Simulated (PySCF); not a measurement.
Static response to an electric field

C₄H₆Se.
SMILES with atom numbers: `[CH:1]#[C:2][CH2:3][Se:4][CH3:5]` (hydrogens: H6 on C1; H7, H8 on C3; H9, H10, H11 on C5)

Structure used (PBE0-D3(BJ)/def2-SVP), in Å, numbered top down from 1:
```
atom  x, y, z in Å
C1     1.7073    1.4943    0.6472
C2     1.3839    0.3802    0.2971
C3     0.9597   -0.9420   -0.1103
Se4   -0.5746   -0.9265   -1.3391
C5    -1.8024    0.0026   -0.1616
H6     2.0073    2.4792    0.9529
H7     0.7039   -1.5598    0.7647
H8     1.7596   -1.4611   -0.6608
H9    -2.7262    0.1674   -0.7324
H10   -1.3783    0.9725    0.1325
H11   -2.0293   -0.6015    0.7277
```

Level: PBE0/def2-SVPD (PySCF), static field, nuclei fixed, core orbitals frozen in the response. The polarisability tensor in these axes (au):

```
x   80.83  7.93  7.22
y    7.93 80.12 11.58
z    7.22 11.58 68.36
```

**Question.** What are the eigenvalues, a third of the trace, and Δα (Δα² = ½Σ(αi − αj)² over the three pairs)?

**Answer.** Principal values 60.99, 73.23 and 95.08 au; mean 76.44 au = 11.33 Å³ = 12.60 × 10⁻⁴⁰ C²·m²/J; Δα = 29.91 au (39 % of the mean).

**Question.** What is the dipole moment, and where does it point?

**Answer.** (-0.25, 0.20, 1.15) D, 1.19 D in size, pointing from the negative to the positive side. Measured along this direction, the outermost atoms are Se4 and H8 at the negative end and H11 and H6 at the positive end.

**Question.** Find the Langevin capture rate constant for O2+ (31.990 u) meeting this molecule (133.963 u), k = 2.342 × 10⁻⁹ cm³/s × √(α in Å³ / reduced mass in u).

**Answer.** The reduced mass is 25.82 u, so k = 1.55 × 10⁻⁹ cm³/s. The formula leaves out the permanent dipole, which adds to the capture rate.

**Question.** What are the principal values of the traceless quadrupole moment, Θ = ½Σq(3rr − r²1), about the centre of nuclear charge?

**Answer.** -3.81, -0.04, 3.86 D·Å. The values depend on the origin, since the dipole doesn't vanish. The electronic extent ⟨r²⟩ about the same centre is 728 bohr², a root-mean-square distance of 1.79 Å for the 64 electrons.

**Question.** Form Σ f/ω² (atomic units) for the 10 lowest TDDFT singlets, given as eV and f, and set it beside the mean polarisability, which is this sum over all singlets: 4.49, 0.0028; 5.31, 0.0222; 5.70, 0.0215; 6.05, 0.0041; 6.14, 0.0049; 6.33, 0.0361; 6.38, 0.0785; 6.62, 0.0057; 6.71, 0.0185; 7.00, 0.0066.

**Answer.** They add up to 3.95 au, 5.2 % of the 76.44 au; the largest single term is 1.43 au, from the state at 6.38 eV. Terms in order: 0.10, 0.58, 0.49, 0.08, 0.10, 0.67, 1.43, 0.10, 0.30, 0.10 au. Higher excitations give the rest. The strengths listed sum to 0.201.

**Question.** Rayleigh depolarisation ratio (linearly polarised light, static tensor)?

**Answer.** ρ = 3Δα²/(45ᾱ² + 4Δα²) = 2684.0/(262912 + 3578.6) = 0.0101.

Geometry: PBE0-D3(BJ)/def2-SVP, one conformer, isolated molecule. The calculation is non-relativistic, for selenium too.
